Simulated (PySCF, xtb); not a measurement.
C3H4O2Si, SMILES C#C[SiH2]C(=O)O. The values are those of a single conformer.

Harmonic wavenumbers (cm⁻¹) from GFN2-xTB (xtb 6.7.1) at its own minimum, in rising order: 24, 82, 211, 215, 261, 431, 462, 489, 560, 654, 674, 681, 685, 702, 736, 745, 1108, 1206, 1758, 2200, 2260, 2277, 3353, 3374.

Question: What does PBE-D3(BJ)/def2-SVP in PySCF 2.14.0 give at its own minimum? (An estimate is asked for; the answer gives what the named calculation found.)

Answer: 30, 89, 221, 222, 329, 362, 427, 604, 632, 682, 697, 700, 701, 746, 811, 894, 1118, 1286, 1759, 2085, 2190, 2194, 3390, 3539. Paired by order, the mean absolute difference is 54 cm⁻¹ and the zero-point energies are 36.0 and 36.8 kcal/mol.
